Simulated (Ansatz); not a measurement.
Cost and result up the ladder for SiTe₄ (5 atoms). Total charge 0; singlet. Geometry: r2SCAN-D4/def2-SVP.

```xyz
5

Si    0.233   -1.591    0.541
Te    1.210    0.956    0.889
Te   -2.128   -0.662   -0.342
Te    1.994   -0.620   -1.183
Te   -1.308    1.917    0.094
```

Ansatz on 4 threads of Arm Neoverse V1 on a shared host. Times are rough, and most runs start from the orbitals of an earlier one. PBE0-D4/def2-TZVP serves as the yardstick here, not as an exact answer. Differences are given only for rows in sets of like size (and for xTB, whose basis is part of the method), since another set adds its own error. Binding counts from free atoms at the same level (Si triplet, Te triplet; other spins of the atoms weren't run), without zero-point energy or a counterpoise term.

In the def2 sets Te takes a core potential; there is no spin–orbit coupling. Correlated methods freeze 21 core orbitals; core or outer-core shells of Te are correlated, in sets that lack core-valence functions. The rows differ in basis, and correlated rows in double-zeta sets carry the largest basis error. Another isomer (singlet) lies 0.12 eV lower at PBE0-D4/def2-TZVP; other spin states weren't run for this one.

Correlated methods converge slowly with the basis, most of all in double-zeta sets.

```
                         level  functions  wall time
PBE-D4/def2-TZVP (with forces)        237      4.7 s
           r2SCAN-D4/def2-TZVP        237        9 s
                  HF/def2-TZVP        237        9 s
             PBE0-D4/def2-TZVP        237       10 s
            PBE-QIDH/def2-TZVP        237       15 s
              CCSD(T)/def2-SVP        122       37 s
```

**Question.** Estimate what each level gives for the binding energy per atom (eV).

**Answer.** 
```
                         level  binding energy per atom (eV)  difference from PBE0-D4/def2-TZVP (eV)
PBE-D4/def2-TZVP (with forces)                          2.54                                    0.19
           r2SCAN-D4/def2-TZVP                          2.30                                   -0.05
                  HF/def2-TZVP                          0.87                                   -1.48
             PBE0-D4/def2-TZVP                          2.35                                    0.00
            PBE-QIDH/def2-TZVP                          2.24                                   -0.11
              CCSD(T)/def2-SVP                          1.79                                       –
```
